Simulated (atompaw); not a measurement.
## What one change does to a pseudopotential (Hf, PAW (atompaw))

atompaw 4.2.0.5 input, output lines left out:

```
Hf 72
GGA-PBE scalarrelativistic loggrid 2001 logderivrange -7 5 301
6 6 5 4 0 0
6 1 0
5 2 2
0 0 0
c
c
c
c
v
v
c
c
c
v
v
c
c
v
v
3
2.10 1.85 1.55 2.00
n
n
y
3.95
n
y
-0.8
n
bloechl sinc
bessel
```

Change: all radii scaled by about 0.75 (s 1.16, p 1.20, d 1.56, f 0.52 bohr); local potential bessel scheme, radius 1.16 bohr; augmentation sinc compensation charge, radius 1.38 bohr; PAW radius 1.56 bohr; waves and projectors: bloechl; core correction smooth core density matched at 1.50 bohr.

Cutoffs: the cutoffs (Ry, on a coarse ladder) from which the occupation-weighted sum of valence levels, in a spherical-Bessel basis at the reference potential, stays within 10 and 1 mRy of its value at 400 Ry; they do not see the model core or the augmentation charge, which bear on the density cutoff.

Question: What does the change do?

Answer: The potential gets harder (70 Ry and 80 Ry → 120 Ry and 160 Ry); neither file shows a bound ghost. A smaller radius makes the pseudo-wave follow the all-electron one further in, where it bends more sharply, so more plane waves are needed.

| quantity | base | changed |
| --- | --- | --- |
| cutoff, loose | 70 Ry | 120 Ry |
| cutoff, tight | 80 Ry | 160 Ry |
| loose cutoff by channel (10 mRy a level) | s 18 Ry, p 21 Ry, d 18 Ry, f 45 Ry | s 30 Ry, p 21 Ry, d 21 Ry, f 90 Ry |
| bound ghosts | none | none |
| lowest overlap eigenvalue by channel | s 0.41, p 0.62, d 0.86, f 1.00 | s 0.38, p 0.01, d 0.03, f 1.00 |

 The cutoffs see the waves, projectors and local potential, not the compensation charge or the core.
